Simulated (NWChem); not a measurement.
Program: NWChem. System: CH3OS, charge 0, spin multiplicity 2, at a geometry optimised with UB3LYP/def2-SVP. The structure started from a generated list of species. Its SCF solution wasn't tested for a lower state. Level: Ur2SCAN/def2-TZVP.

Job file:

```
start mol
memory heap 200 mb stack 900 mb global 1100 mb
geometry units angstroms nocenter noautoz
  C      0.315746    -1.406269     0.000000
  S     -0.514169     0.222799     0.000000
  O      0.613618     1.255878     0.000000
  H      0.941998    -1.493784    -0.900226
  H     -0.460711    -2.186638     0.000000
  H      0.941998    -1.493784     0.900226
  symmetry group Cs
end
basis spherical
  * library def2-tzvp
end
dft
  xc r2scan
  odft
  mult 2
  semidirect memsize 60000000 filesize 0
  iterations 100
  grid fine
end
task dft energy
```

Output (cleaned and shortened):

```
             Northwest Computational Chemistry Package (NWChem) 7.3.0
             --------------------------------------------------------

                                NWChem Input Module
                                -------------------

 Scaling coordinates for geometry "geometry" by  1.889725989
 (inverse scale =  0.529177249)

 Turning off AUTOSYM since
 SYMMETRY directive was detected!

                             Geometry "geometry" -> ""
                             -------------------------

 Output coordinates in angstroms (scale by  1.889725989 to convert to a.u.)

  No.       Tag          Charge          X              Y              Z
 ---- ---------------- ---------- -------------- -------------- --------------
    1 C                    6.0000     0.31574600    -1.40626900     0.00000000
    2 S                   16.0000    -0.51416900     0.22279900     0.00000000
    3 O                    8.0000     0.61361800     1.25587800     0.00000000
    4 H                    1.0000     0.94199800    -1.49378400    -0.90022600
    5 H                    1.0000    -0.46071100    -2.18663800     0.00000000
    6 H                    1.0000     0.94199800    -1.49378400     0.90022600

 Effective nuclear repulsion energy (a.u.)     105.6722096299

            Nuclear Dipole moment (a.u.)
            ----------------------------
        X                 Y               Z
 ---------------- ---------------- ----------------
     0.0000018897    -0.0000226767     0.0000000000

      Symmetry information
      --------------------

 Group name             Cs
 Group number              2
 Group order               2
 No. of unique centers     5

      Symmetry unique atoms

     1    2    3    4    5


 Summary of "ao basis" -> "" (spherical)
 ------------------------------------------------------------------------------
       Tag                 Description            Shells   Functions and Types
 ---------------- ------------------------------  ------  ---------------------
 *                         def2-tzvp                  on all atoms

                                 NWChem DFT Module
                                 -----------------

 Summary of "ao basis" -> "ao basis" (spherical)
 ------------------------------------------------------------------------------
       Tag                 Description            Shells   Functions and Types
 ---------------- ------------------------------  ------  ---------------------
 C                         def2-tzvp                11       31   5s3p2d1f
 S                         def2-tzvp                13       37   5s5p2d1f
 O                         def2-tzvp                11       31   5s3p2d1f
 H                         def2-tzvp                 4        6   3s1p

 Summary of "ao basis" -> "ao basis" (spherical)
 ------------------------------------------------------------------------------
       Tag                 Description            Shells   Functions and Types
 ---------------- ------------------------------  ------  ---------------------
 C                         def2-tzvp                11       31   5s3p2d1f
 S                         def2-tzvp                13       37   5s5p2d1f
 O                         def2-tzvp                11       31   5s3p2d1f
 H                         def2-tzvp                 4        6   3s1p

      Symmetry analysis of basis
      --------------------------

        a'         78
        a"         39

            General Information
[...]
    80      0.194213  3 O  px                36      0.186259  2 S  s
    46     -0.181318  2 S  px                81     -0.174939  3 O  py
     7     -0.168337  1 C  py                10     -0.158723  1 C  py

 Vector   17  Occ=0.000000D+00  E=-1.379987D-01  Symmetry=a"
              MO Center= -8.7D-02,  4.9D-01,  3.7D-15, r^2= 2.1D+00
   Bfn.  Coefficient  Atom+Function         Bfn.  Coefficient  Atom+Function
  ----- ------------  ---------------      ----- ------------  ---------------
    48      0.425739  2 S  pz                51      0.352345  2 S  pz
    76     -0.328985  3 O  pz                82     -0.289133  3 O  pz
    79     -0.280305  3 O  pz                45      0.191529  2 S  pz
   102      0.157086  4 H  s                114     -0.157086  6 H  s
    39     -0.151993  2 S  pz                14      0.073243  1 C  pz

 Vector   18  Occ=0.000000D+00  E=-1.632814D-03  Symmetry=a'
              MO Center= -4.6D-01,  1.6D-01, -5.9D-16, r^2= 2.8D+00
   Bfn.  Coefficient  Atom+Function         Bfn.  Coefficient  Atom+Function
  ----- ------------  ---------------      ----- ------------  ---------------
    50      0.918398  2 S  py                 5      0.791244  1 C  s
    73     -0.623453  3 O  s                 47      0.405851  2 S  py
    80      0.301017  3 O  px                49      0.286444  2 S  px
   102     -0.264429  4 H  s                114     -0.264429  6 H  s
    13      0.258806  1 C  py                74      0.197990  3 O  px

 Vector   19  Occ=0.000000D+00  E= 3.903390D-02  Symmetry=a'
              MO Center= -3.4D-02, -5.5D-01, -7.4D-15, r^2= 3.9D+00
   Bfn.  Coefficient  Atom+Function         Bfn.  Coefficient  Atom+Function
  ----- ------------  ---------------      ----- ------------  ---------------
     5      1.215413  1 C  s                 36     -1.157348  2 S  s
    49     -0.736588  2 S  px               102     -0.533666  4 H  s
   114     -0.533666  6 H  s                 13      0.480548  1 C  py
     4      0.439078  1 C  s                 73      0.433004  3 O  s
    46     -0.348183  2 S  px               108     -0.323219  5 H  s

   alpha - beta orbital overlaps
   -----------------------------

   alpha      1      2      3      4      5      6      7      8      9     10
    beta      1      2      3      4      5      7      6      8      9     10
 overlap   1.000  1.000  1.000  1.000  0.999  1.000  0.999  0.999  0.995  0.995

   alpha     11     12     13     14     15     16     17     18     19     20
    beta     12     11     13     15     14     16     17     18     19     20
 overlap   0.972  0.984  0.985  0.968  0.996  0.999  0.995  0.997  0.991  0.996

   alpha     21     22     23     24     25     26     27     28     29     30
    beta     21     22     23     24     25     26     27     28     29     30
 overlap   0.998  0.999  0.996  0.997  0.998  0.997  0.999  0.997  0.995  0.982

   alpha     31     32     33     34     35     36     37     38     39     40
    beta     32     31     33     34     35     36     37     38     39     40
 overlap   0.993  0.982  0.988  0.986  0.996  0.991  0.989  0.998  0.999  0.998

   alpha     41     42     43     44     45     46     47     48     49     50
    beta     41     42     43     44     45     46     47     48     49     50
 overlap   0.997  0.999  0.995  0.995  1.000  0.999  0.998  0.992  0.997  0.987

   alpha     51     52     53     54     55     56     57     58     59     60
    beta     51     53     52     54     55     56     57     59     58     60
 overlap   0.958  0.806  0.822  0.850  0.810  0.894  0.986  0.983  0.992  0.998

   alpha     61     62     63     64     65     66     67     68     69     70
    beta     61     62     63     65     64     66     67     68     69     70
 overlap   0.997  0.979  0.973  0.994  0.980  0.996  0.987  0.998  0.998  0.999

   alpha     71     72     73     74     75     76     77     78     79     80
    beta     71     72     75     73     74     76     77     78     79     80
 overlap   0.999  0.999  0.999  0.997  1.000  0.996  0.999  0.999  1.000  0.999

   alpha     81     82     83     84     85     86     87     88     89     90
    beta     81     82     83     84     85     86     87     88     89     90
 overlap   1.000  0.999  0.999  0.994  0.994  0.996  0.999  1.000  0.972  0.972

   alpha     91     92     93     94     95     96     97     98     99    100
    beta     91     92     93     94     95     96     97     98     99    100
 overlap   1.000  0.998  0.999  1.000  0.999  0.999  1.000  1.000  1.000  0.998

   alpha    101    102    103    104    105    106    107    108    109    110
    beta    101    102    103    104    105    106    107    108    109    110
 overlap   0.997  1.000  0.991  0.997  0.997  0.990  1.000  0.998  1.000  1.000

   alpha    111    112    113    114    115    116    117
    beta    111    112    113    114    115    116    117
 overlap   0.998  1.000  1.000  1.000  1.000  1.000  1.000

     --------------------------
     Expectation value of S2:
     --------------------------
      <S2> =      0.7573 (Exact =     0.7500)

 center of mass
 --------------
 x =  -0.04202753 y =   0.15363336 z =   0.00000000

 moments of inertia (a.u.)
 ------------------
         218.118780152501          -5.814182494001           0.000000000000
          -5.814182494001          68.836459638429           0.000000000000
           0.000000000000           0.000000000000         275.288597185896

     Multipole analysis of the density
     ---------------------------------

     L   x y z        total         alpha         beta         nuclear
     -   - - -        -----         -----         ----         -------
     0   0 0 0     -0.000000    -17.000000    -16.000000     33.000000

     1   1 0 0     -0.286056     -0.086780     -0.199278      0.000002
     1   0 1 0     -1.154893     -1.086767     -0.068103     -0.000023
     1   0 0 1      0.000000      0.000000      0.000000      0.000000

     2   2 0 0    -18.941910    -28.134773    -25.900988     35.093852
     2   1 1 0     -1.175035     -0.858290      0.179220     -0.495965
     2   1 0 1     -0.000000     -0.000000     -0.000000      0.000000
     2   0 2 0    -18.909586    -72.721966    -69.467147    123.279528
     2   0 1 1     -0.000000     -0.000000     -0.000000      0.000000
     2   0 0 2    -18.150652    -13.063683    -10.874999      5.788030

 Task  times  cpu:       19.1s     wall:       19.1s

 Total times  cpu:       19.1s     wall:       19.1s
```
